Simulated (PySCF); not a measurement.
PySCF calculation with shielding tensors at PBE0/pcSseg-1 (GIAO) and GFN2-xTB geometry; no solvent, one averaged value for each set of equivalent atoms, no relativistic terms, one conformer.

Referencing at the same level of theory: $^{1}$H and $^{13}$C against TMS. Shifts are as computed. Against solution values, carbons near 30 ppm lie about +3 ppm off and those near 130 ppm about +5 ppm. Of 1211 compounds with measured shifts, 218 miss one by over three times the rms of a fit or turn the order of signals round; such compounds aren't used in these exercises.

Q: Order these molecules by the shift of their most deshielded carbon, lowest δ first.
A. C=C[SiH2]C([SiH3])[SiH3]
B. F[C@@H]1CO[C@@H]1OC(F)(F)F
C. FC(F)O[C@@H]1O[C@@H]1C(F)F
D. C=C(C)c1ccc(C=O)cc1
E. C=Pc1cccnc1

A: C (123.8 ppm, sp3 CH bonded to 2 F and O), B (130.8 ppm, CF3 carbon), A (142.7 ppm, terminal =CH2 carbon), E (187.2 ppm, carbon double-bonded to a heavier main-group atom), D (195.3 ppm, aldehyde carbonyl carbon).

Q: Order these molecules by the shift of their most deshielded carbon-bound hydrogen, lowest δ first.
A. C=C(C)c1ccc(C=O)cc1
B. C=Pc1cccnc1
C. F[C@@H]1CO[C@@H]1OC(F)(F)F
D. C[SiH2][SiH2]C(F)(F)F
E. C#CP1C=CCC=C1

A: D (0.45 ppm, hydrogen on a methyl carbon bonded to Si), C (6.09 ppm, hydrogen on an sp3 carbon bearing two oxygens), E (6.52 ppm, hydrogen on an alkene CH), B (9.12 ppm, hydrogen on an aromatic CH next to a ring nitrogen), A (10.18 ppm, hydrogen on an aldehyde carbonyl carbon).

Q: How many $^{13}$C and $^{1}$H signals does each give (equivalence by symmetry and fast rotation, but not about amide C–N or C=N bonds)? `C[SiH2][SiH2]C(F)(F)F`, `C=Pc1cccnc1`, `FC(F)O[C@@H]1O[C@@H]1C(F)F`, `C#CP1C=CCC=C1`, `C=C[SiH2]C([SiH3])[SiH3]`, `C=C(C)c1ccc(C=O)cc1`, `F[C@@H]1CO[C@@H]1OC(F)(F)F`

A: C[SiH2][SiH2]C(F)(F)F: 2 C, 3 H; C=Pc1cccnc1: 6 C, 6 H; FC(F)O[C@@H]1O[C@@H]1C(F)F: 4 C, 4 H; C#CP1C=CCC=C1: 5 C, 4 H; C=C[SiH2]C([SiH3])[SiH3]: 3 C, 6 H; C=C(C)c1ccc(C=O)cc1: 8 C, 6 H; F[C@@H]1CO[C@@H]1OC(F)(F)F: 4 C, 4 H.
